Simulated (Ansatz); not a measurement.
`O[CH2][GeH3]` and `Cl[CH2][GeH3]` differ in one atom or group.

Ansatz, PBE0-D4/def2-TZVP geometries, multiplicity 1. Each molecule was computed in one conformer, which needn't be the lowest.

Scalar relativity is left out up to krypton.

```
                                          property  `O[CH2][GeH3]`
size of the dipole moment (ωB97M-V/def2-TZVPP) / D            1.85
               HOMO energy (B3LYP/def2-TZVPP) / eV           -7.87
             HOMO energy (ωB97M-V/def2-TZVPP) / eV          -10.56
                HOMO energy (PBE0/def2-TZVPP) / eV           -8.11
               LUMO energy (B3LYP/def2-TZVPP) / eV            0.34
  size of the dipole moment (B3LYP/def2-TZVPP) / D            1.88
```

(1) What does the change do to each property? (Best estimate.)

## Answers

(1) The calculation gave: 
```json
{"property": "size of the dipole moment (ωB97M-V/def2-TZVPP) / D", "`Cl[CH2][GeH3]`": "1.66", "shift": "-0.19"}
{"property": "HOMO energy (B3LYP/def2-TZVPP) / eV", "`Cl[CH2][GeH3]`": "-7.75", "shift": "0.12"}
{"property": "HOMO energy (ωB97M-V/def2-TZVPP) / eV", "`Cl[CH2][GeH3]`": "-10.20", "shift": "0.36"}
{"property": "HOMO energy (PBE0/def2-TZVPP) / eV", "`Cl[CH2][GeH3]`": "-7.99", "shift": "0.12"}
{"property": "LUMO energy (B3LYP/def2-TZVPP) / eV", "`Cl[CH2][GeH3]`": "-0.01", "shift": "-0.35"}
{"property": "size of the dipole moment (B3LYP/def2-TZVPP) / D", "`Cl[CH2][GeH3]`": "1.64", "shift": "-0.24"}
```

With PBE0 the HOMO rises by 0.12 eV and the LUMO falls by 0.42 eV, so the gap narrows by about 0.54 eV. PBE moves the HOMO by -0.26 eV and ωB97M-V by 0.36 eV. The zero-point energy changes by -35.0 kJ/mol with -3 modes. Dipoles are sizes alone; their direction can turn.

B3LYP here is the variant with VWN-RPA as its local correlation; programs differ in this.
